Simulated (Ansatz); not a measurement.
Calculated with Ansatz (gas phase, PBE0-D4/def2-TZVP geometries, no zero-point term in ΔE). CBS: MP2 limit from def2 TZ/QZ plus the TZ coupled-cluster correction, frozen cores. This one scheme is used for every species. DFT in def2-TZVPP. B3LYP here is the variant with VWN-RPA as its local correlation; programs differ in this. For Ge outer-core shells are correlated without core-valence functions, which leaves a few kJ/mol of doubt a bond. Scalar relativity is left out up to krypton. Each species was taken in one conformer, which may not be the lowest.

Reaction (cleavage of the Si–Ge bond): `[SiH3][GeH2][Cl]` + `NB(O)O` → `NB(O)O[SiH3]` + `[Cl][GeH3]`

Problem. Is it downhill or uphill in electronic energy at CCSD(T)/CBS, and by how much? (Best estimate.)

Solution. The calculation gave: Downhill: ΔE = -71.7 kJ/mol.

Problem. What do these levels give: PBE-D4, BHLYP-D4, ωB97X-V, PBE0, B3LYP, CCSD/def2-SVP? (Best estimate.)

Solution. Computed: PBE-D4 -50.6, BHLYP-D4 -80.5, ωB97X-V -72.6, PBE0 -57.7, B3LYP -71.9, CCSD/def2-SVP -71.8 kJ/mol.

Largest T1 diagnostic among the species: 0.011.

From BLYP to BHLYP (50 % exact exchange), in def2-TZVPP and without D4, ΔE moves by −15.9 kJ/mol. Leaving LDA and LC-ωPBE aside and taking each functional with its dispersion term where it has one, the values spread over 29.9 kJ/mol, from BHLYP-D4 to PBE-D4. LDA lies −3.7 kJ/mol from PBE without D4. In def2-TZVPP, CCSD(T) changes the Hartree–Fock value by +23.0 kJ/mol (the triples alone add +2.6 kJ/mol) and MP2 by +18.9 kJ/mol.
